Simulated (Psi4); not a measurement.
FNa, charge -1, doublet, at the geometry of the source list (a state made from the parent by changing its charge; the spin is typed, not shown lowest) (a gas-phase anion, which may not be bound at this level); PBE0/6-31G* (Psi4).

Here is a job for Psi4.
```
memory 2 GB

molecule {
-1 2
  Na   -0.46820000   -0.38610000   -0.63250000
  F     0.46820000    0.38610000    0.63250000
}

set basis 6-31g*
set reference uks

energy('pbe0')
print_variables()
```

Q: Predict the main parts of the log of this Psi4 run.

A: 
```
   => Loading Basis Set <=

    Name: 6-31G*
    Role: ORBITAL
    Keyword: BASIS

         ---------------------------------------------------------
                                   SCF
               by Justin Turney, Rob Parrish, Andy Simmonett
                          and Daniel G. A. Smith
                              UKS Reference
         ---------------------------------------------------------

  ==> Geometry <==

    Molecular point group: c2v
    Full point group: C_inf_v

    Geometry (in Angstrom), charge = -1, multiplicity = 2:

       Center              X                  Y                   Z               Mass
    ------------   -----------------  -----------------  -----------------  -----------------
         NA           0.000000000000     0.000000000000    -0.793226185624    22.989769282000
         F            0.000000000000    -0.000000000000     0.959874724193    18.998403162730

  Running in c2v symmetry.

  Rotational constants: A = ************  B =      0.52730  C =      0.52730 [cm^-1]
  Rotational constants: A = ************  B =  15808.06194  C =  15808.06194 [MHz]
  Nuclear repulsion =   29.883359002881825

  Charge       = -1
  Multiplicity = 2
  Electrons    = 21
  Nalpha       = 11
  Nbeta        = 10

  ==> Algorithm <==

  SCF Algorithm Type is DF.
  DIIS enabled.
  MOM disabled.
  Fractional occupation disabled.
  Guess Type is SAD.
  Energy threshold   = 1.00e-06
  Density threshold  = 1.00e-06
  Integral threshold = 1.00e-12

  ==> Primary Basis <==

  Basis Set: 6-31G*
    Blend: 6-31G*
    Number of shells: 14
    Number of basis functions: 34
    Number of Cartesian functions: 34
    Spherical Harmonics?: false
    Max angular momentum: 2

  ==> DFT Potential <==

   => LibXC <=

    Version 7.1.2
    S. Lehtola, C. Steigemann, M. J. T. Oliveira, and M. A. L. Marques,  SoftwareX 7, 1–5 (2018) (10.1016/j.softx.2017.11.002)

   => Composite Functional: PBE0 <=

    PBE0 Hyb-GGA Exchange-Correlation Functional

    C. Adamo and V. Barone,  J. Chem. Phys. 110, 6158 (1999) (10.1063/1.478522)
    M. Ernzerhof and G. E. Scuseria,  J. Chem. Phys. 110, 5029 (1999) (10.1063/1.478401)

    Deriv               =              1
    GGA                 =           TRUE
    Meta                =          FALSE

    Exchange Hybrid     =           TRUE
    MP2 Hybrid          =          FALSE

   => Exchange Functionals <=

    0.7500   Perdew, Burke & Ernzerhof

   => Exact (HF) Exchange <=

    0.2500               HF

   => Correlation Functionals <=

    1.0000   Perdew, Burke & Ernzerhof

   => LibXC Density Thresholds  <==

    XC_HYB_GGA_XC_PBEH:  1.00E-15

   => Molecular Quadrature <=

    Radial Scheme          =       TREUTLER
    Pruning Scheme         =           NONE
    Nuclear Scheme         =       TREUTLER

    Blocking Scheme        =         OCTREE
    BS radius alpha        =              1
    Pruning alpha          =              1
    Radial Points          =             75
    Spherical Points       =            302
    Total Points           =          43445
    Total Blocks           =            414
    Max Points             =            256
    Max Functions          =             34
    Weights Tolerance      =       1.00E-15

   => Loading Basis Set <=

    Name: (6-31G* AUX)
    Role: JKFIT
    Keyword: DF_BASIS_SCF

  ==> Integral Setup <==

  SCF_SUBTYPE=INCORE selected. In-core MEM_DF algorithm will be used.
  Using in-core AOs.

  ==> MemDFJK: Density-Fitted J/K Matrices <==

    J tasked:                   Yes
    K tasked:                   Yes
    wK tasked:                   No
    Algorithm:                 Core
    Schwarz Cutoff:           1E-12
    Mask sparsity (%):       0.1730
    Fitting Condition:        1E-10

   => Auxiliary Basis Set <=

  Basis Set: (6-31G* AUX)
    Blend: CC-PVDZ-JKFIT + DEF2-UNIVERSAL-JKFIT
    Number of shells: 58
    Number of basis functions: 218
    Number of Cartesian functions: 218
    Spherical Harmonics?: false
[...]

   -------------------------
    Irrep   Nso     Nmo
   -------------------------
     A1        18      18
     A2         2       2
     B1         7       7
     B2         7       7
   -------------------------
    Total      34      34
   -------------------------

  ==> Iterations <==

                           Total Energy        Delta E     RMS |[F,P]|

   @DF-UKS iter SAD:  -261.48328293474918   -2.61483e+02   0.00000e+00
   @DF-UKS iter   1:  -261.78743208639486   -3.04149e-01   3.08426e-02 DIIS/ADIIS
   @DF-UKS iter   2:  -253.52266802236713    8.26476e+00   1.44312e-01 ADIIS
   @DF-UKS iter   3:  -261.47101071688007   -7.94834e+00   5.46022e-02 DIIS/ADIIS
   @DF-UKS iter   4:  -261.93388299896719   -4.62872e-01   1.07122e-02 DIIS/ADIIS
   @DF-UKS iter   5:  -261.95107973730893   -1.71967e-02   1.79606e-03 DIIS/ADIIS
   @DF-UKS iter   6:  -261.95166629707455   -5.86560e-04   9.81501e-05 DIIS
   @DF-UKS iter   7:  -261.95168675412174   -2.04570e-05   5.25011e-05 DIIS
   @DF-UKS iter   8:  -261.95168812670198   -1.37258e-06   1.63875e-05 DIIS
   @DF-UKS iter   9:  -261.95168819541686   -6.87149e-08   1.52334e-06 DIIS
   @DF-UKS iter  10:  -261.95168819678804   -1.37118e-09   4.17749e-07 DIIS
  Energy and wave function converged.

  ==> Post-Iterations <==

   Electrons on quadrature grid:
      Nalpha   =   10.9999727346 ; deviation = -2.727e-05
      Nbeta    =    9.9999726262 ; deviation = -2.737e-05
      Ntotal   =   20.9999453608 ; deviation = -5.464e-05

   @Spin Contamination Metric:   3.327265803E-04
   @S^2 Expected:                7.500000000E-01
   @S^2 Observed:                7.503327266E-01
   @S   Expected:                5.000000000E-01
   @S   Observed:                5.000000000E-01

    Orbital Energies [Eh]
    ---------------------

    Alpha Occupied:

[...]
    Alpha Virtual:

[...]
    Beta Occupied:

[...]
       2B2    -0.086892

    Beta Virtual:

[...]
    Final Occupation by Irrep:
             A1    A2    B1    B2
    DOCC [     6,    0,    2,    2 ]
    SOCC [     1,    0,    0,    0 ]
    NA   [     7,    0,    2,    2 ]
    NB   [     6,    0,    2,    2 ]

  @DF-UKS Final Energy:  -261.95168819678804

   => Energetics <=

    Nuclear Repulsion Energy =             29.8833590028818250
    One-Electron Energy =                -432.8840902016575569
    Two-Electron Energy =                 159.9490007531933031
    DFT Exchange-Correlation Energy =     -18.8999577512056263
    Empirical Dispersion Energy =           0.0000000000000000
    VV10 Nonlocal Energy =                  0.0000000000000000
    Total Energy =                       -261.9516881967880408

  UHF NO Occupations:
  HONO-2 :    2 B1 1.9999326
  HONO-1 :    2 B2 1.9999326
  HONO-0 :    7 A1 1.0000000
  LUNO+0 :    3 B2 0.0000674
  LUNO+1 :    3 B1 0.0000674
  LUNO+2 :    8 A1 0.0000307
  LUNO+3 :    4 B2 0.0000003

Computation Completed

Properties will be evaluated at   0.000000,   0.000000,   0.000000 [a0]

Properties computed using the SCF density matrix

 Multipole Moments:

 ------------------------------------------------------------------------------------
     Multipole            Electronic (a.u.)      Nuclear  (a.u.)        Total (a.u.)
 ------------------------------------------------------------------------------------

 L = 1.  Multiply by 2.5417464519 to convert [e a0] to [Debye]
 Dipole X            :          0.0000000            0.0000000            0.0000000
 Dipole Y            :          0.0000000            0.0000000            0.0000000
 Dipole Z            :          1.7294429           -0.1636796            1.5657632
 Magnitude           :                                                    1.5657632

 ------------------------------------------------------------------------------------

  Variable Map:
  ----------------------------------------------------------------------------
[...]
  Array Variable Map:
  ----------------------------------------------------------------------------
[...]
[...]
```
